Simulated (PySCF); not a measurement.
Atom-mapped SMILES (the numbers label the heavy atoms): `[CH3:1][C@H:2]1[CH2:3][CH2:4][P@H:5](=[O:6])[CH2:7][CH2:8]1`. Hydrogens are named by the atom that carries them. Ha(C3), Ha(C4), Ha(C7), Ha(C8) are cis to C1 on the ring; Hb(C3), Hb(C4), Hb(C7), Hb(C8) are trans to C1 on the ring.

[PySCF 2.14: geometry from GFN2-xTB; shieldings: GIAO PBE0/pcSseg-1; a single conformation; one averaged value for each set of equivalent atoms; non-relativistic; no solvent]

Shifts are taken against calculated references (same method and geometry level): 13C and 1H vs TMS; H3PO4 for 31P; 17O vs H2O.

```tsv
atoms	nucleus	count	Hirshfeld charge	δ (ppm)
C2	13C	1	-0.02	37.5
Hb(C3)/Hb(C8)	1H	2	0.04	?
H(C1)	1H	3	0.04	0.95
Hb(C4)/Hb(C7)	1H	2	0.05	?
C4/C7	13C	2	-0.11	?
C3/C8	13C	2	-0.07	34.0
C1	13C	1	-0.12	25.2
H(C2)	1H	1	0.04	1.09
Ha(C3)/Ha(C8)	1H	2	0.04	0.99
P5	31P	1	0.41	-4.0
H(P5)	1H	1	-0.01	7.16
Ha(C4)/Ha(C7)	1H	2	0.05	?
O6	17O	1	-0.42	95.1
```

**Question.** Estimate the values marked ?.

**Answer.** 
- C4/C7: 33.4 ppm, sp3 CH2 bonded to P
- Ha(C4)/Ha(C7): 2.12 ppm, hydrogen on an sp3 CH2 bonded to P
- Hb(C3)/Hb(C8): 1.78 ppm, hydrogen on an sp3 CH2 in a ring
- Hb(C4)/Hb(C7): 1.72 ppm, hydrogen on an sp3 CH2 bonded to P

Shifts are as computed. Against solution values, carbons near 30 ppm lie about +3 ppm off and those near 130 ppm about +5 ppm. Of 1211 compounds with measured shifts, 218 miss one by over three times the rms of a fit or turn the order of signals round; such compounds aren't used in these exercises. Experimental scales use liquid or dissolved standards, which lie at an offset from isolated H2O (liquid H2O: subtract about 36 ppm) and H3PO4.
